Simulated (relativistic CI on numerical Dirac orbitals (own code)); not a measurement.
# One change at a time: Nd41+

Base calculation: Dirac-Coulomb-Breit CI, KLI orbitals optimised for each configuration, model QED (radiative potential, 1s self-energy scaled to tabulated hydrogen-like ionisation energies), unscaled Slater integrals.

CI space (outside the closed core [Ne]): 3s2 3p6 3d, 3s2 3p5 3d2, 3s 3p6 3d2, 3s2 3p6 4s, 3s2 3p6 4p, 3s2 3p6 4d, 3s2 3p5 3d 4s, 3s2 3p6 4f, 3s2 3p5 3d 4p, 3s2 3p5 3d 4d, 3s 3p6 3d 4s, 3p6 3d2 4p, 3s2 3p5 3d 4f, 3s 3p6 3d 4p, 3s 3p6 3d 4d, 3s2 3p6 5s, 3s2 3p6 5p, 3s 3p6 3d 4f, 3s2 3p6 5d, 3s2 3p6 5f, 3s2 3p6 5g, 3p6 3d3, 3p5 3d4, 3p5 3d3 4s, 3p6 3d2 4s, 3p5 3d2 4s2, 3p6 3d2 4d, 3p5 3d3 4d, 3p5 3d2 4s 4d. Double excitations out of closed p, d and f shells are left out; levels of such configurations are missing from the list, as are those of other unlisted configurations, and high levels can miss mixing partners. These lack a partner that the ground configuration has and come out too high: 3s2 3p5 3d 4p, 3s2 3p5 3d 4f.

Variants: (1) valence Slater integrals scaled by 0.9; (2) QED terms removed; (3) non-relativistic limit. Shifts of the energy above 3s2 3p6 3d 2D_3/2, in eV, for the lowest level and the first level of each name with at least 55 % of one term (blank where a level changes its place among those of its configuration and J or its character, or is not in the variant):

```tsv
Level	Base	Δ(1)	Δ(2)	Δ(3)
3s2 3p6 3d 2D_3/2	0.000	0.000	0.000	0.000
3s2 3p6 3d 2D_5/2	28.353	+0.005	-0.078	-28.353
3s2 3p5 3d2 4D°_1/2	190.415	+2.067	+0.286	-17.177
3s2 3p5 3d2 4G°_9/2	219.648	+1.486	+0.219	-37.660
3s2 3p5 3d2 2F°_5/2	260.676	-1.969	+0.209	-69.281
3s2 3p5 3d2 2P°_1/2	262.000	-0.736	+0.163	-66.017
3s 3p6 3d2 4F_3/2	480.692	+1.167	+2.151	-150.483
3s 3p6 3d2 4F_5/2	487.036	+0.719	+2.145	-156.827
3s 3p6 3d2 4P_1/2	501.262	-0.520	+2.141	-159.470
3s 3p6 3d2 4F_7/2	507.154	+1.298	+2.074	-176.945
3s 3p6 3d2 4P_3/2	516.514	+0.271	+2.078	-174.722
3s 3p6 3d2 4F_9/2	518.130	+0.544	+2.063	-187.921
3s 3p6 3d2 2F_5/2	523.700	-0.520	+2.085	
3s 3p6 3d2 2G_7/2	528.030	-0.922	+2.082
```

At this charge energies of transitions that change n are usually good to better than 1 %, and those within a shell (Δn = 0) to a few per cent.

Ionisation energy from the two ground configurations alone: base 3077.96 eV. The NIST ASD value (theoretical) is 3078 eV.

LS names give the leading component of a level, which can be under half, so a name can repeat, a term be missing and a line seem to break the LS rules.
